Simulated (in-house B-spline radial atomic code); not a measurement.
**Ionising the rhodium ion Rh⁵⁺ with different functionals**

Computed with a B-spline radial code for spherical atoms: non-relativistic Hamiltonian, point nucleus, spin-polarised at highest spin, spherical fractional occupations for the functionals, the average over the highest-spin determinants for Hartree-Fock. The ionisation energy is the difference of two self-consistent energies, [Kr] 4d4 → [Kr] 4d3, without Breit or QED terms; ε is the level of the shell that loses the electron (its least bound occupied spin orbital). There is no spin-orbit coupling in this Hamiltonian.

Hybrids are left out here: with spherical fractional occupations of an open shell their exact exchange keeps a self-interaction that integer-occupation calculations don't have.

```
           method          rung  ΔSCF (eV)  -ε(4d) (eV)
     Hartree-Fock  Hartree-Fock      80.68        81.58
         LDA VWN5           LDA      81.61        73.14
         LDA PW92           LDA      81.60        73.12
LDA exchange-only           LDA      80.11        71.69
              PBE           GGA      81.57        73.11
           PBEsol           GGA      81.52        73.05
             BLYP           GGA      81.29        72.80
             RPBE           GGA      81.55        73.08
             PW91           GGA      81.65        73.17
             BP86           GGA      81.57        73.10
             AM05           GGA      81.48        73.01
             OLYP           GGA      81.91        73.40
             TPSS      meta-GGA      81.55        73.09
             SCAN      meta-GGA      81.89        73.51
           r2SCAN      meta-GGA      81.96        73.58
            M06-L      meta-GGA      81.80        73.39
          revTPSS      meta-GGA      81.50        73.04
```

Question: How do they compare with the NIST value?

Answer: NIST lists 80 eV ± 2 (tabulated theory, ground level to ground level). Errors run from +0.11 to +1.96 eV; all lie within about twice that uncertainty, so the table can't rank the methods. Hartree-Fock also lacks correlation.
